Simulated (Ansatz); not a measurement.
`[OH][SnH]([Br])[Br]` → `[Br][Sn][Br]` + H₂O at 500 K and 1 bar (stannylene formation by 1,1-elimination).

Program: Ansatz. Geometries: PBE0-D4/def2-TZVP. ΔE: electronic, gas phase. CCSD(T)/CBS is the MP2 limit (def2-TZVPP, def2-QZVPP) plus CCSD(T) − MP2 in def2-TZVPP, frozen cores. This one scheme is used for every species. def2 core potentials past Kr. For Br, Sn outer-core shells are correlated without core-valence functions, which leaves a few kJ/mol of doubt a bond. Scalar relativity is left out up to krypton. One conformer a species, not always the lowest.

| species | CCSD(T)/CBS energy (Eh) | H − E (kJ/mol) | S (J/(mol·K)) |
| --- | --- | --- | --- |
| `[OH][SnH]([Br])[Br]` | -5437.15470 | 98.9 | 431.5 |
| `[Br][Sn][Br]` | -5360.78051 | 29.5 | 358.4 |
| H₂O | -76.37941 | 73.2 | 206.3 |

H − E and S are ideal-gas, rigid-rotor, harmonic terms from PBE0-D4/def2-TZVP, for one conformer and one mirror image of each species. 1 Eh = 2625.50 kJ/mol, R = 8.31446 J/(mol·K).

Task: By hand: ΔE, ΔH, ΔS and ΔG.

Result: ΔE = (-5360.78051) + (-76.37941) − (-5437.15470) = -0.00522 Eh = -13.7 kJ/mol. Δ(H − E) = 29.5 + 73.2 − 98.9 = 3.8, so ΔH = -9.9 kJ/mol. ΔS = 358.4 + 206.3 − 431.5 = 133.2 J/(mol·K). ΔG = -9.9 − 500 × (133.2)/1000 = -76.5 kJ/mol.

Task: By hand: the equilibrium constant, and the temperature at which ΔG would vanish if ΔH and ΔS stayed fixed.

Result: log₁₀ K = −ΔG/(RT ln 10) = 8.0. ΔH and −TΔS have one sign here, so there is no such temperature.

The number of gas molecules changes by +1, which sets the sign of ΔS. A doubt of 5 kJ/mol in ΔE shifts log₁₀ K by 0.5 here. Other conformers and mirror images would add mixing entropy, several J/(mol·K) or more a flexible species. These are equilibria of isolated gas molecules and say nothing of rates. Largest T1 diagnostic: 0.011 (customary marks: 0.02 for closed shells, 0.045 for open ones).
